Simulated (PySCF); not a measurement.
# Steps of a relaxation of [Ce(H2O)5]3+

[Ce(H2O)5]3+ (singlet in the valence; each metal's 4f electrons, 1 of them, lie in its core potential, out of spins and levels). PySCF 2.14.0, RKS TPSS, Ce lcecp-1-SVP with ECP47, O def2-SVP, H def2-SVP; non-relativistic Hamiltonian with scalar-relativistic core potentials where named; density fitting; no spin-orbit coupling. Origin of the start: template. Columns: position (Å) and force (eV/Å). Energies are counted from the last step; some of the 21 steps are shown. Forces carry noise of the integration grid, about 0.01 to 0.03 eV/Å.

Run from Python with OMP_NUM_THREADS=4. Where DIIS fails, smearing, a level shift and second-order steps follow.
It took 3.7 min on 4 threads of Arm Neoverse V1, on a shared host, from the converged density of the start.

```xyz
16
step 0  E = 0.215 eV
Ce    0.0000    0.0000    0.0000     0.00    0.00    0.00
O     0.0000    0.0000    2.5475    -0.04    0.00   -1.51
H     0.0000    0.7700    3.1375     0.01    0.56    0.54
H     0.0000   -0.7700    3.1375     0.01   -0.56    0.54
O     0.0000    0.0000   -2.5475    -0.04    0.00    1.51
H     0.0000   -0.7700   -3.1375     0.01   -0.56   -0.54
H     0.0000    0.7700   -3.1375     0.01    0.56   -0.54
O     2.5475   -0.0001    0.0000    -1.66    0.00    0.00
H     3.1375   -0.7701    0.0000     0.54   -0.59    0.00
H     3.1375    0.7699    0.0000     0.54    0.59    0.00
O    -1.2737    2.2062    0.0000     0.91   -1.41    0.00
H    -0.9018    3.1022    0.0000     0.23    0.79    0.00
H    -2.2355    2.3323    0.0000    -0.83    0.16    0.00
O    -1.2738   -2.2062    0.0000     0.91    1.41    0.00
H    -2.2357   -2.3321    0.0000    -0.83   -0.16    0.00
H    -0.9020   -3.1022    0.0000     0.23   -0.79    0.00
```

```xyz
16
step 7  E = 0.014 eV
Ce    0.0073    0.0000    0.0000     0.01    0.00    0.00
O    -0.0467    0.0000    2.4830    -0.01    0.00    0.00
H    -0.0481    0.7748    3.0959     0.00   -0.03   -0.01
H    -0.0481   -0.7748    3.0959     0.00    0.03   -0.01
O    -0.0467    0.0000   -2.4830    -0.01    0.00    0.00
H    -0.0481   -0.7748   -3.0959     0.00    0.03    0.01
H    -0.0481    0.7748   -3.0959     0.00   -0.03    0.01
O     2.4565   -0.0001    0.0000    -0.02    0.00    0.00
H     3.0689   -0.7766    0.0000     0.00    0.02    0.00
H     3.0690    0.7763    0.0000     0.00   -0.02    0.00
O    -1.1799    2.1470    0.0000     0.02   -0.01    0.00
H    -0.8177    3.0675    0.0000    -0.02   -0.01    0.00
H    -2.1600    2.2842    0.0000     0.02    0.02    0.00
O    -1.1801   -2.1469    0.0000     0.02    0.01    0.00
H    -2.1602   -2.2841    0.0000     0.02   -0.02    0.00
H    -0.8180   -3.0675    0.0000    -0.02    0.01    0.00
```

```xyz
16
step 13  E = 0.002 eV
Ce    0.0703    0.0000    0.0000     0.01    0.00    0.00
O    -0.3333    0.0000    2.4415     0.00    0.00   -0.01
H    -0.4206    0.7727    3.0492     0.00    0.03    0.00
H    -0.4207   -0.7726    3.0492     0.00   -0.03    0.00
O    -0.3333    0.0000   -2.4415     0.00    0.00    0.01
H    -0.4207   -0.7726   -3.0492     0.00   -0.03    0.00
H    -0.4206    0.7727   -3.0492     0.00    0.03    0.00
O     2.5062   -0.0001    0.0000     0.03    0.00    0.00
H     3.1220   -0.7736    0.0000     0.01   -0.03    0.00
H     3.1221    0.7733    0.0000     0.01    0.03    0.00
O    -0.9059    2.2531    0.0000    -0.04    0.04    0.00
H    -0.4617    3.1369    0.0000     0.02   -0.02    0.00
H    -1.8676    2.4852    0.0000     0.00   -0.01    0.00
O    -0.9061   -2.2530    0.0000    -0.04   -0.04    0.00
H    -1.8678   -2.4850    0.0000     0.00    0.01    0.00
H    -0.4620   -3.1369    0.0000     0.02    0.02    0.00
```

Task: Where does the relaxation end?

Result: It converges at step 20 in C2v:
```xyz
16
step 20  E = 0
Ce    0.1080    0.0000    0.0000
O    -0.3690    0.0000    2.4281
H    -0.4772    0.7744    3.0310
H    -0.4773   -0.7743    3.0310
O    -0.3690    0.0000   -2.4281
H    -0.4773   -0.7743   -3.0310
H    -0.4772    0.7744   -3.0310
O     2.5518   -0.0001    0.0000
H     3.1672   -0.7746    0.0000
H     3.1673    0.7744    0.0000
O    -0.8868    2.2466    0.0000
H    -0.4382    3.1280    0.0000
H    -1.8484    2.4785    0.0000
O    -0.8869   -2.2465    0.0000
H    -1.8486   -2.4784    0.0000
H    -0.4385   -3.1280    0.0000
```

Task: How did the contacts change?

Result: 
```json
{"contact": "Ce1–O2 (H2O)", "start (Å)": "2.547", "end (Å)": "2.475"}
{"contact": "Ce1–O5 (H2O)", "start (Å)": "2.547", "end (Å)": "2.475"}
{"contact": "Ce1–O8 (H2O)", "start (Å)": "2.548", "end (Å)": "2.444"}
{"contact": "Ce1–O11 (H2O)", "start (Å)": "2.547", "end (Å)": "2.457"}
{"contact": "Ce1–O14 (H2O)", "start (Å)": "2.548", "end (Å)": "2.457"}
```


No frequency check is given that shows the relaxed geometry to be a minimum. An lcecp potential fixes the number of 4f electrons, so in runs with it no electron can move into or out of that shell.
